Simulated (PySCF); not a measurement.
**MoO₂²⁺: bending curve**

Method: PBE0 in PySCF with Mo def2-TZVP with ECP28, O def2-TZVP; scalar-relativistic core potentials, no spin–orbit coupling; density-fitted integrals.

Rigid scan from the singlet minimum (Mo–O 1.605 Å (×2); O–Mo–O 101.3°). Coordinate: the O–Mo–O angle, bonds fixed. Energies in kJ/mol from the minimum.

(1) Predict the curve at 80, 90, 100, 110, 120, 130, 140, 150, 160, 170, 180.

Results:

(1) 
```tsv
bond angle (°)	E (kJ/mol)	dipole size (D, about the centre of mass)
80	127.1	4.32
90	31.2	4.15
100	0.4	3.98
110	15.5	3.80
120	67.0	3.57
130	149.3	3.30
140	257.8	2.96
150	387.2	2.56
160	528.4	2.08
170	665.6	1.47
180	614.6	0.00
```

With the bonds held, the linear shape lies 614.6 kJ/mol from the minimum.

Other isomers or separated fragments may lie lower.
